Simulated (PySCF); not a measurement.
# BCl₃: how level, basis and relativity move the structure

Each row is its own optimisation.

Each entry is the lowest minimum that a search over a few typed start shapes (and spin states, where more than one is plausible) found, or that minimum re-optimised at the stated level; isomers with ligand–ligand bonds, or fragments after loss of a ligand pair, can lie lower. Open shells are unrestricted; no spin–orbit coupling; PySCF with density fitting.

```csv
level,2S+1,point group,mean bond to B (Å),gap (eV),polar-tensor charge of B,atomisation (kJ/mol),distinct angles (°)
B3LYP/def2-TZVP (no relativity),1,D3h,1.746,6.91,1.30,1316,120
BP86/def2-TZVP (no relativity),1,D3h,1.752,5.02,1.25,1380,120
PBE0/def2-TZVP (no relativity),?,?,?,?,?,?,?
```

(1) Fill in the row of PBE0/def2-TZVP (no relativity).

Results:

(1) 2S+1: 1; point group: D3h; mean bond to B (Å): 1.737; gap (eV): 7.40; polar-tensor charge of B: 1.30; atomisation (kJ/mol): 1380; distinct angles (°): 120.

Across these levels the mean bond spreads over 0.015 Å and the highest wavenumber over 46 cm⁻¹; all give the same point group.

Levels that gave another bonding pattern or an unsound solution are left out.
